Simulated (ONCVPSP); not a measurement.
## Configuration tests for Mg (Z = 12) (ONCV)

ONCVPSP 4.0.1 input, shortened (lines: element, Z, core and valence counts, functional; n l f; lmax; l rc ep ncon nbas qcut; lloc lpopt rc5 dvloc0; l nproj debl; icmod fcfact rcfact), LDA (Perdew-Wang 92), scalar-relativistic:

```
  Mg 12.00    1    4  -001012      upf
    1    0    2.00
    2    0    2.00
    2    1    6.00
    3    0    1.00
    3    1    1.00
    2
    0    1.00    0.00    5    9   13.00
    1    1.10    0.00    4    9   13.70
    2    1.00    0.03    4    9    8.20
    2    5    1.00    0.00
    0    3    2.80
    1    2    1.10
    2    0    1.80
    0    0.00    0.00
```

Energies are relative to the spin-unpolarised reference configuration 2s2 2p6 3s1 3p1; without spin polarisation the order of configurations can differ from experiment.

Problem. Give the all-electron excitation energy and the error of the potential for: 2s2 2p6 3s2 3p0; 2s2 2p6 3s1 3p0; 2s2 2p6 3s0 3p0; 2s2 2p6 3s0 3p1.

Solution.

```tsv
valence configuration	charge	ΔE all-electron (eV)	error AE − PS (meV)
2s2 2p6 3s2 3p0	0	-3.521	+0.1
2s2 2p6 3s1 3p0	+1	4.547	+0.1
2s2 2p6 3s0 3p0	+2	19.590	-0.3
2s2 2p6 3s0 3p1	+1	8.937	0.0
```

Levels in the configuration 2s2 2p6 3s0 3p1:

```json
{"level": "2s", "all-electron (eV)": "-90.202", "pseudo (eV)": "-90.210"}
{"level": "2p", "all-electron (eV)": "-57.594", "pseudo (eV)": "-57.604"}
{"level": "3p", "all-electron (eV)": "-7.873", "pseudo (eV)": "-7.873"}
```
